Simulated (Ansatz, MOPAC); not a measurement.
System: H₅BPO₂, charge 1, multiplicity 1. SMILES: OB([OH2+])P

Atoms: O1, B2, O3, P4, H5, H6, H7, H8, H9. Bonds: O1-B2, O1-H5, B2-O3, B2-P4, O3-H6, O3-H7, P4-H8, P4-H9.

Bond lengths (Å) and angles (degrees) optimised at PM6 with MOPAC; PM7 with MOPAC; HF/3-21G with Ansatz (a quantum-chemistry and plane-wave program), each started from the B3LYP-D3(BJ)/def2-TZVP structure (Ansatz) of the last column. A row stands for all coordinates that are equal there; 11 of 18 kinds are shown.

```csv
coordinate,PM6,PM7,HF/3-21G,B3LYP-D3(BJ)/def2-TZVP
O1-B2,1.285,1.300,1.335,1.321
O1-H5,0.900,0.953,0.966,0.965
B2-O3,1.547,1.568,1.511,1.505
B2-P4,2.063,2.099,1.932,1.909
O3-H6,0.996,1.020,0.980,0.977
O3-H7,0.989,1.017,0.974,0.971
P4-H8,1.455,1.501,1.413,1.415
P4-H9,1.455,1.499,1.417,1.417
O1-B2-O3,104.6,110.5,105.7,106.5
O1-B2-P4,140.2,136.4,137.8,135.1
O3-B2-P4,115.0,112.4,116.1,118.0
```

Mean signed difference of all 8 bond lengths from B3LYP-D3(BJ)/def2-TZVP: PM6 0.027 Å, PM7 0.060 Å, HF/3-21G 0.006 Å.
